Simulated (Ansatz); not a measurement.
Ideal-gas functions of `S=C1C[SiH2]1` at 500 K and 1 bar, from an Ansatz frequency run at PBE0-D4/def2-TZVP.

Molar mass 88.21 g/mol, point group C1 (symmetry number 1), electronic degeneracy 1, moments of inertia 38.367, 192.215, 221.038 u Å². Harmonic wavenumbers (cm⁻¹, unscaled): 105, 296, 415, 475, 550, 615, 663, 731, 877, 914, 950, 998, 1336, 1378, 2251, 2278, 3079, 3168.

Use S(trans) = R[1.5 ln M + 2.5 ln T − 1.1517]; rotational temperatures θ = 24.2544 K / I; S(rot) = R[ln(√π/σ · √(T³/θAθBθC)) + 1.5]; for each mode x = 1.438777 ν̃/T, S = R[x/(eˣ − 1) − ln(1 − e⁻ˣ)] and H = RT x/(eˣ − 1); 1 cm⁻¹ = 0.0119627 kJ/mol; R = 8.31446 J/(mol·K).

Task: By hand: the entropy, in J/(mol·K).

Result: Translation 175.5. Rotation: θ = 0.6322, 0.1262, 0.1097 K, giving 114.4. Vibration, mode by mode: 18.30, 9.90, 7.32, 6.33, 5.31, 4.58, 4.10, 3.51, 2.52, 2.32, 2.14, 1.92, 0.88, 0.80, 0.10, 0.09, 0.01, 0.01, in all 70.1. Electronic 0.0. Sum 360.0 J/(mol·K).

Task: By hand: H − E and G − E in kJ/mol, counted from the electronic energy.

Result: Zero-point energy ½ × 21079 × 0.0119627 = 126.1; thermal vibration 20.1; translation, rotation and pV give 4 RT = 16.6. H − E = 162.8 kJ/mol, and G − E = 162.8 − 500 × 360.0/1000 = -17.2 kJ/mol.

Vibration gives 19 % of the entropy, 18.3 J/(mol·K) of it from the mode under 150 cm⁻¹: soft modes count most, and the harmonic formula is weakest for them. The sum counts one conformer and one mirror image; others add a mixing term.
